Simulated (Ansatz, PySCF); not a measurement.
1,3-oxasiletane-2,4-dione (C2H2O3Si), SMILES O=C1[SiH2]C(=O)O1. Atoms are numbered in the order given.

```xyz
8

O      2.2390     0.0000    -0.6644
C      1.1159     0.0000    -0.2748
O      0.0000     0.0000    -1.1517
C     -1.1159     0.0000    -0.2748
O     -2.2390     0.0000    -0.6644
Si     0.0000     0.0000     1.3093
H      0.0000     1.2319     2.1314
H      0.0000    -1.2319     2.1314
```
Charge 0, spin multiplicity 1.

Geometry optimised at TPSSh-D3(BJ)/def2-SVP.

Two levels are set side by side: PBE-D3(BJ)/def2-SVP (Ansatz, a first-principles code) and TPSSh-D3(BJ)/def2-SVP (PySCF). Each level has its own optimised geometry; the coordinates shown are those of the second. Frequencies come from the Hessian of PySCF at each geometry. Differences are taken from unrounded values.

```csv
quantity,TPSSh-D3(BJ)
mean bond length (Å),1.507
bond O1–C2 (Å),1.189
bond C2–O3 (Å),1.419
bond C2–Si6 (Å),1.938
bond O3–C4 (Å),1.419
bond C4–O5 (Å),1.189
bond C4–Si6 (Å),1.938
bond Si6–H7 (Å),1.481
bond Si6–H8 (Å),1.481
highest harmonic wavenumber (cm⁻¹),2309
mean harmonic wavenumber (cm⁻¹),937
zero-point energy (kcal/mol),24.10
```

**Question.** What does PBE-D3(BJ) give, and how far is it from TPSSh-D3(BJ)? (An estimate is asked for; the answer gives what the named calculation found.)

**Answer.** 
```csv
quantity,PBE-D3(BJ),PBE-D3(BJ) minus TPSSh-D3(BJ)
mean bond length (Å),1.517,0.011
bond O1–C2 (Å),1.194,0.006
bond C2–O3 (Å),1.428,0.008
bond C2–Si6 (Å),1.949,0.012
bond O3–C4 (Å),1.428,0.008
bond C4–O5 (Å),1.194,0.006
bond C4–Si6 (Å),1.949,0.012
bond Si6–H7 (Å),1.498,0.017
bond Si6–H8 (Å),1.498,0.017
highest harmonic wavenumber (cm⁻¹),2212,-97
mean harmonic wavenumber (cm⁻¹),901,-35
zero-point energy (kcal/mol),23.20,-0.91
```

Exact exchange shortens and stiffens bonds; PBE has none. Differences between two approximate levels are no errors against the true value.
